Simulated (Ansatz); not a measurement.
Molecule: HO$_{3}$ (charge 0, doublet). It need not be the lowest isomer of its formula. SMILES: [O]OO
Geometry from a B3LYP-D3(BJ)/def2-TZVP (Ansatz, a quantum-chemistry and plane-wave program) optimisation:
```
O
O 1 1.2313
O 1 1.5464 2 110.27
H 3 0.9726 1 98.37 2 -180.00
```
Charge 0, spin multiplicity 2.

Parts of the frozen-core correlation energy in 6-31G* (Ansatz, hartree). Frozen orbitals: 3; correlated occupied orbitals by spin: 10 and 9; virtual: 34 and 35. UHF or UKS for open shells. No spin-orbit coupling. No relativistic terms.

```csv
term,value
reference (HF),-224.93247
MP2 opposite-spin,___
MP2 same-spin,-0.13827
CCSD correlation,___
(T),___
T1 diagnostic,0.058
largest doubles amplitude,0.092
<S^2> of the reference,1.136
```

Problem. Some entries are withheld; supply them.

Solution. 
- MP2 opposite-spin, value: -0.35764
- CCSD correlation, value: -0.54238
- (T), value: -0.01859
